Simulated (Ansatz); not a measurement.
C3H10BN (`CCB(C)N`). Total charge 0; spin multiplicity 1. Geometry: relaxed with PBE0-D4/def2-TZVP. It is one conformer, not always the lowest.

```xyz
15

C     1.463   -1.218   -0.141
C     0.811    0.009   -0.775
B    -0.436    0.584    0.013
C    -1.538   -0.370    0.614
N    -0.565    1.968    0.164
H     2.295   -1.594   -0.741
H     0.746   -2.035   -0.027
H     1.855   -0.991    0.855
H     1.566    0.788   -0.938
H     0.454   -0.263   -1.779
H    -2.414    0.155    1.007
H    -1.118   -0.964    1.434
H    -1.885   -1.096   -0.129
H    -1.348    2.402    0.623
H     0.114    2.624   -0.183
```

(1) What is the dipole moment at ωB97M-V/def2-TZVPP? (Best estimate.)

(2) And with PBE, r2SCAN, B3LYP? (Estimate.)

(3) Give the Mulliken charges with ωB97M-V, PBE, B3LYP in def2-TZVPP. (Best estimate.)

Answers

(1) The calculation gave: 1.35 D, with components (-0.17, 1.33, 0.07) D in this frame, pointing from negative to positive charge.

(2) The calculation gave: PBE 1.38 D, r2SCAN 1.33 D, B3LYP 1.34 D.

(3) Computed: 
```tsv
atom	ωB97M-V	PBE	B3LYP
C1	-0.32	-0.25	-0.25
C2	-0.23	-0.20	-0.18
B3	0.18	0.16	0.18
C4	-0.40	-0.38	-0.35
N5	-0.24	-0.27	-0.28
H6	0.11	0.08	0.08
H7	0.10	0.08	0.08
H8	0.10	0.08	0.08
H9	0.06	0.04	0.04
H10	0.10	0.08	0.07
H11	0.08	0.07	0.06
H12	0.11	0.10	0.09
H13	0.12	0.10	0.09
H14	0.12	0.16	0.15
H15	0.12	0.16	0.15
```

B3LYP here is the variant with VWN-RPA as its local correlation; programs differ in this.
